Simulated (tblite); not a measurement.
Species: C8H13P.
Geometry (GFN2-xTB, Å), atoms numbered from 1 in this order:
```
atom  x, y, z in Å
C1     3.5971    0.2319    1.0606
C2     2.8401    0.2287    0.1261
P3     1.8682    0.2991   -1.3525
C4     1.1992   -1.4408   -1.2323
C5     0.1763   -1.4155   -0.1051
C6    -0.6725   -0.1602   -0.3156
C7    -1.5992    0.1147    0.8688
C8    -2.5483    1.2809    0.6179
C9     0.3040    0.9942   -0.5778
H10    4.2247    0.2139    1.9039
H11    2.0120   -2.1473   -1.0589
H12    0.7227   -1.6946   -2.1838
H13    0.6907   -1.3460    0.8566
H14   -0.4392   -2.3171   -0.1032
H15   -1.2866   -0.3110   -1.2114
H16   -2.1856   -0.7861    1.0673
H17   -0.9962    0.3199    1.7569
H18   -3.1431    1.1032   -0.2757
H19   -3.2258    1.4048    1.4595
H20   -1.9980    2.2089    0.4846
H21   -0.1296    1.7403   -1.2466
H22    0.5787    1.4975    0.3522
```

All values are computed: GFN2-xTB (tblite) harmonic vibrations without scaling, gas phase. This tight-binding method is rough: wavenumbers can miss measured ones by several per cent, in bad cases by 10 to 20. One conformer, not necessarily the lowest.

Harmonic wavenumbers (cm⁻¹): 43.4, 80.1, 122.1, 144.7, 190.0, 209.4, 247.7, 322.1, 348.6, 385.4, 417.9, 476.8, 503.4, 640.5, 657.6, 661.4, 691.4, 729.9, 798.0, 813.7, 855.9, 886.2, 954.3, 997.2, 1010.5, 1038.7, 1070.9, 1084.0, 1117.7, 1128.5, 1171.0, 1200.6, 1220.6, 1248.5, 1260.3, 1278.6, 1327.4, 1329.1, 1358.4, 1416.4, 1448.1, 1456.4, 1484.0, 1495.0, 1505.8, 1508.2, 2192.4, 2917.5, 2946.6, 2957.1, 2961.4, 2969.7, 2973.7, 2974.8, 2978.7, 2984.7, 3030.9, 3035.5, 3044.2, 3363.2.

A = 2326, B = 852.7, C = 800.4 MHz; mass 140.075 u (most abundant isotopes); point group C1, symmetry number 1.

Q: Zero-point energy?

A: Half the sum of the wavenumbers: 40833 cm⁻¹ = 116.75 kcal/mol.

Q: What is S at 400 K and 1 bar for an ideal gas of classical rigid rotors and harmonic oscillators?

A: Translation 42.21, rotation 30.57, vibration 41.48: S = 114.3 cal/(mol K).

Q: And Cp and H(400 K) − H(0)?

A: Cp = 53.11 cal/(mol K), of which vibrations give 45.16 (their classical limit is 60 R = 119.2); H(400 K) − H(0) = 12.03 kcal/mol without the zero-point energy, 8.85 from vibrations.

Q: Which modes carry the vibrational entropy at 400 K?

A: 43.4 cm⁻¹: 5.68; 80.1 cm⁻¹: 4.47; 122.1 cm⁻¹: 3.64; 144.7 cm⁻¹: 3.31; 190.0 cm⁻¹: 2.78; 209.4 cm⁻¹: 2.60 cal/(mol K); the other 54 give 19.01 together.

Q: Blend soft modes into free rotors: weight 1/[1 + (100 cm⁻¹/ν̃)⁴] for the oscillator and the rest for a rotor with moment μB/(μ + B), μ = h/(8π²ν), B = 10⁻⁴⁴ kg m². What vibrational entropy results?

A: 38.73 cal/(mol K) in place of 41.48, which changes −T·S at 400 K by +1.10 kcal/mol.

Q: How do the functions run with temperature in this model?

A: 
```csv
T (K),S (cal/(mol K)),Cp (cal/(mol K)),H − H(0) (kcal/mol),G − H(0) (kcal/mol),ln q(vib)
100,70.0,18.9,1.29,-5.71,1.64
200,86.4,29.8,3.72,-13.56,4.26
300,100.7,41.6,7.29,-22.92,6.98
500,127.2,63.1,17.86,-45.75,12.53
800,161.9,84.3,40.25,-89.28,20.76
1000,181.8,93.6,58.09,-123.69,25.95
```

q(vib) and H(0) count from the zero-point level.

Hindered rotation and anharmonicity are outside this model. Other conformers, if any are populated, would add a mixing term that is left out. The structure is chiral; the term R ln 2 for an equal mix with its mirror image is left out.
